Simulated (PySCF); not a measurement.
## A PySCF run on VO

State: ⁴Σ⁻ (quartet), unpaired electrons σ ↑, δ ↑↑.

An equivalent input (the run itself took its basis sets from the Basis Set Exchange, started from a PBE0 density and held the occupation σ 9α 8β, πx 3α 3β, πy 3α 3β, δx 1α 0β, δy 1α 0β):

```python
from pyscf import gto, dft
mol = gto.M(atom='V 0 0 0; O 0 0 1.571', basis={'V': 'def2-TZVPP', 'O': 'def2-TZVPP'},
            charge=0, spin=3, verbose=4, symmetry='C2v')
mf = dft.UKS(mol, xc='B3LYP')
mf.grids.atom_grid = (80, 434)
mf.grids.prune = dft.gen_grid.treutler_prune
mf.irrep_nelec = {'A1': (10, 8), 'A2': (1, 0), 'B1': (3, 3), 'B2': (3, 3)}
mf.conv_tol = 1e-9
mf.max_cycle = 60
mf.diis_space = 10
mf.kernel()
```

The log (some set-up lines and the per-cycle HOMO/LUMO lines removed):

```
******** <class 'pyscf.dft.uks_symm.SymAdaptedUKS'> ********
method = SymAdaptedUKS
damping factor = 0
level_shift factor = 0
DIIS = <class 'pyscf.scf.diis.CDIIS'>
diis_start_cycle = 1
diis_space = 10
diis_damp = 0
SCF conv_tol = 1e-09
SCF conv_tol_grad = None
SCF max_cycles = 60
number electrons alpha = 17  beta = 14
Set gradient conv threshold to 3.16228e-05
init E= -1019.25175732852
cycle= 1 E= -1019.25266318678  delta_E= -0.000906  |g|= 0.0146  |ddm|= 0.0542
cycle= 2 E= -1019.25261165634  delta_E= 5.15e-05  |g|= 0.0212  |ddm|= 0.0187
cycle= 3 E= -1019.25263625904  delta_E= -2.46e-05  |g|= 0.0193  |ddm|= 0.0163
cycle= 4 E= -1019.2527566817  delta_E= -0.00012  |g|= 0.00383  |ddm|= 0.00805
cycle= 5 E= -1019.25276500887  delta_E= -8.33e-06  |g|= 0.00114  |ddm|= 0.00253
cycle= 6 E= -1019.25276778613  delta_E= -2.78e-06  |g|= 0.000522  |ddm|= 0.00215
cycle= 7 E= -1019.25276885807  delta_E= -1.07e-06  |g|= 0.000239  |ddm|= 0.00217
cycle= 8 E= -1019.25276888823  delta_E= -3.02e-08  |g|= 3.85e-05  |ddm|= 0.000236
cycle= 9 E= -1019.25276888961  delta_E= -1.38e-09  |g|= 1.79e-05  |ddm|= 7.65e-05
cycle= 10 E= -1019.25276888982  delta_E= -2.13e-10  |g|= 2.22e-06  |ddm|= 3.08e-05
Extra cycle  E= -1019.25276888982  delta_E= 3.41e-12  |g|= 3.88e-06  |ddm|= 3.52e-06
converged SCF energy = -1019.25276888982  <S^2> = 3.7919973  2S+1 = 4.0209438
```

Repeating this along the bond gives Re = 1.578 Å and ωe = 1046 cm⁻¹.

A point of this curve took 2 CPU seconds beside 0.5 for the integrals, on Intel Xeon 6975P-C (shared host).

The state is the lowest single determinant that the PBE0 search found; with open d or f shells the true ground state can be another one.
